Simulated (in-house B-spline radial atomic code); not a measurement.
**B97-1 excitations of the bromine ion Br⁷⁺**

Method: B97-1. Computed with an all-electron radial atomic-structure program (B-spline basis): linear response of the closed shell [Ar] 3d10 with the functional's adiabatic kernel; non-relativistic, point nucleus, no spin-orbit coupling, no double excitations, S, P, D and F terms only. Only terms of natural parity with L up to 3 were computed.

Without relativity these are model numbers for so heavy an element.

Command:
```bash
python run_td.py task.json out
```
Settings (radii: box in bohr, nucleus in fm):
```
Z                        35
electrons                28
configuration            [Ar] 3d10
hamiltonian              nr
method                   b97_1
box_radius               12.81
intervals                53
```

Run time, properties included: 1.6 s on 1 thread of Intel(R) Xeon(R) Platinum 8488C (Sapphire Rapids) (shared host).

The lowest states, in the order of their Tamm-Dancoff energies; the method's threshold (minus the highest occupied level) is 181.24 eV. Labels give the largest channel, * marks a mixed state, and oscillator strengths are full-response dipole values. Semilocal kernels can invert the small singlet-triplet splittings of Rydberg terms. Energies in eV:

```json
{"state": "3d → 4s 3D", "full response": "68.80", "Tamm-Dancoff": "68.81", "oscillator strength": "-"}
{"state": "3d → 4s 1D", "full response": "?", "Tamm-Dancoff": "?", "oscillator strength": "-"}
{"state": "3d → 4p 3P", "full response": "84.65", "Tamm-Dancoff": "84.68", "oscillator strength": "-"}
{"state": "3d → 4p 3F", "full response": "84.90", "Tamm-Dancoff": "84.91", "oscillator strength": "-"}
{"state": "3d → 4p 1F", "full response": "85.32", "Tamm-Dancoff": "85.33", "oscillator strength": "-"}
{"state": "3d → 4p 1P", "full response": "86.58", "Tamm-Dancoff": "86.66", "oscillator strength": "0.542"}
{"state": "3d → 4d 3S", "full response": "109.62", "Tamm-Dancoff": "109.66", "oscillator strength": "-"}
{"state": "3d → 4d 3D", "full response": "110.78", "Tamm-Dancoff": "110.79", "oscillator strength": "-"}
{"state": "3d → 4d 1D", "full response": "111.63", "Tamm-Dancoff": "111.64", "oscillator strength": "-"}
{"state": "3d → 4d 1S", "full response": "118.20", "Tamm-Dancoff": "119.09", "oscillator strength": "-"}
{"state": "3d → 5s 3D", "full response": "125.14", "Tamm-Dancoff": "125.14", "oscillator strength": "-"}
{"state": "3d → 5s 1D", "full response": "?", "Tamm-Dancoff": "?", "oscillator strength": "-"}
{"state": "3d → 5p 3P", "full response": "131.19", "Tamm-Dancoff": "131.20", "oscillator strength": "-"}
{"state": "3d → 5p 3F", "full response": "131.38", "Tamm-Dancoff": "131.39", "oscillator strength": "-"}
{"state": "3d → 5p 1F", "full response": "131.64", "Tamm-Dancoff": "131.64", "oscillator strength": "-"}
{"state": "3d → 5p 1P", "full response": "131.96", "Tamm-Dancoff": "131.99", "oscillator strength": "0.0315"}
```

(1) Where does 3d → 4s 1D lie?

(2) Where does 3d → 5s 1D lie?

(3) How large is the singlet-triplet splitting of 3d → 4s (D terms) in Tamm-Dancoff?

(4) What polarisabilities and dispersion coefficient does the method give?

## Answers

(1) At 69.44 eV in full response, 69.44 eV in Tamm-Dancoff.

(2) At 125.45 eV in full response, 125.45 eV in Tamm-Dancoff.

(3) 0.63 eV, from the unrounded values.

(4) Dipole 0.273 bohr³, quadrupole 0.2139 bohr⁵, C6 0.3554 hartree·bohr⁶ for two such species.
